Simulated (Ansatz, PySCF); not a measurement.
Tl(OH)3 in two programs

Tl(OH)3 (singlet), relaxed with PySCF 2.14.0, RKS r2SCAN, Tl def2-SVP with ECP60, O def2-SVP, H def2-SVP; non-relativistic Hamiltonian with scalar-relativistic core potentials where named; density fitting; no spin-orbit coupling:

```xyz
7

Tl    0.6562   -0.0205    0.1857
O    -0.4323   -0.0053    1.9629
H    -1.3663    0.0519    1.7036
O    -0.1660    0.0120   -1.7609
H    -1.1325   -0.0116   -1.6771
O     2.7318   -0.0525    0.1030
H     2.9390   -0.0621   -0.8460
```

There the HOMO–LUMO gap is 3.30 eV. 

The same geometry by Ansatz 0.2.0 (PBE, PAW, a periodic box with 9 Å of vacuum):

| spin-orbit coupling | gap (eV) | largest force component (eV/Å) |
| --- | --- | --- |
| without | 2.92 | 0.16 |

Problem. What does the run with spin-orbit coupling give?

Solution. gap (eV): 2.94, largest force component (eV/Å): 0.20. It took 20 s on 2 threads of AMD EPYC 7R43 64-Core Processor (Zen 3), on a shared host, peak memory 1.9 GiB.

The spin-orbit runs use fully relativistic datasets of their own, so changes of a few hundredths of an eV needn't come from the coupling.

No frequency check is given that shows the relaxed geometry to be a minimum.

The two programs differ in functional, so their gaps don't test each other.
